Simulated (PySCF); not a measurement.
Isomers of C7H15F, from PySCF 2.14.0, PBE0-D3(BJ)/def2-SVP geometry optimisation, gas phase. One conformer each, no zero-point energy, no frequencies.

Problem. Which is lower in electronic energy at this level?
A. `[CH3:1][CH2:2][CH:3]([CH2:4][CH3:5])[C@@H:6]([CH3:7])[F:8]` with C1–C2–C3–C4 -59°, C2–C3–C4–C5 -63°, C2–C3–C6–C7 -176°: A = 2260, B = 1534, C = 1051 MHz, dipole 1.71 D
B. `[CH3:1][CH2:2][C:3]([F:4])([CH2:5][CH3:6])[CH2:7][CH3:8]` with C1–C2–C3–F4 -60°, C2–C3–C5–C6 176°, C2–C3–C7–C8 64°: A = 2403, B = 1598, C = 1243 MHz, dipole 1.66 D

Solution. B. That is `CCC(F)(CC)CC` ((CH3CH2)3CF), 3.8 kcal/mol below the other.

```csv
SMILES,mapped SMILES,E (Eh),relative (kcal/mol),relative (kJ/mol),dipole (D)
CCC(F)(CC)CC,[CH3:1][CH2:2][C:3]([F:4])([CH2:5][CH3:6])[CH2:7][CH3:8],-374.94435,0.0,0.0,1.66
CCC(CC)[C@@H](C)F,[CH3:1][CH2:2][CH:3]([CH2:4][CH3:5])[C@@H:6]([CH3:7])[F:8],-374.93826,3.8,16.0,1.71
```
